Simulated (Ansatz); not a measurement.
Ansatz (a program for electronic structure) input:

Ansatz 0.2 input:
```yaml
crystal:
  periodic: [false, false, false]
  atoms:
    - {symbol: B, position_ang: [-0.00000000, -0.00000000, -0.83561304]}
    - {symbol: N, position_ang: [0.00000000, 0.00000000, 0.39812868]}
    - {symbol: H, position_ang: [0.00000000, 0.00000000, 1.39116444]}
basis:
  gaussian:
    orbitals: aug-cc-pVDZ
magnetization: {spin_polarized: true, initial_magnetization: 1}
correlation: {method: ccsd_t, electrons: outside_noble_gas}
output: {forces: true}
```

Task: Which total energy does the run end on?

Result: -79.91282 Eh (CCSD(T)/aug-cc-pVDZ). The basis has 55 functions.

It need not be the lowest isomer of its formula.
